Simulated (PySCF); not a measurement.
## Energy of Pb⁻ (lead, charge -1) between two integer charges

The 6p alpha orbital of [Xe] 4f14 5d10 6s2 6p3 is emptied in steps (occupation f), with all orbitals relaxed, ending at [Xe] 4f14 5d10 6s2 6p2. Computed with PySCF 2.14 in aug-cc-pVDZ-PP with ECP60MDF (5s4p3d, 32 functions), with scalar relativity through the core potential. The exact energy is a straight line in f; departures are measured from the line between the end points of the same method.

| f | UHF (eV) | LDA (eV) | PBE (eV) | PBE0 (eV) | r2SCAN (eV) | LC-wPBE (eV) | BHandHLYP (eV) | wB97X (eV) | BLYP (eV) | TPSS (eV) |
| --- | --- | --- | --- | --- | --- | --- | --- | --- | --- | --- |
| 1 | 0.000 | 0.000 | 0.000 | 0.000 | 0.000 | 0.000 | 0.000 | 0.000 | 0.000 | 0.000 |
| 0.8 | 0.084 | -0.392 | -0.380 | -0.269 | -0.361 | 0.051 | -0.162 | 0.023 | -0.383 | -0.373 |
| 0.6 | 0.118 | -0.604 | -0.583 | -0.410 | -0.546 | 0.074 | -0.249 | 0.027 | -0.589 | -0.570 |
| 0.4 | 0.110 | -0.618 | -0.594 | -0.416 | -0.550 | 0.073 | -0.254 | 0.021 | -0.603 | -0.579 |
| 0.2 | 0.069 | -0.420 | -0.403 | -0.280 | -0.370 | 0.048 | -0.173 | 0.011 | -0.411 | -0.391 |
| 0 | 0.000 | 0.000 | 0.000 | 0.000 | 0.000 | 0.000 | 0.000 | 0.000 | 0.000 | 0.000 |

Question: For PBE0, how does the orbital energy at f = 1 compare with the removal energy?

Answer: −ε = -0.335 eV against a total-energy difference of 1.312 eV. By Janak's theorem ε = ∂E/∂f, so the gap between them reflects the curvature. Along the path −ε is 0.280 (f = 0.8), 0.938 (f = 0.6), 1.631 (f = 0.4), 2.348 (f = 0.2) eV.

```tsv
method	E(f=0) − E(f=1) (eV)	−ε at f=1 (eV)	−ε at f=0.4 (eV)
UHF	0.882	1.452	0.755
LDA	1.490	-0.893	1.940
PBE	1.328	-0.990	1.768
PBE0	1.312	-0.335	1.631
r2SCAN	1.419	-0.805	1.856
LC-wPBE	1.261	1.599	1.197
BHandHLYP	1.111	0.130	1.297
wB97X	0.966	1.141	0.922
BLYP	1.143	-1.183	1.579
TPSS	1.263	-1.020	1.705
```

At f = 1 the orbital energy is positive for LDA, PBE, PBE0, r2SCAN, BLYP, TPSS: only the finite basis holds the electron.

Reference removal energy between the ground levels: 0.357 eV (measured; photodetachment measurements, as compiled on the Wikipedia data page of electron affinities). The calculation has no spin-orbit coupling. UHF lacks correlation.
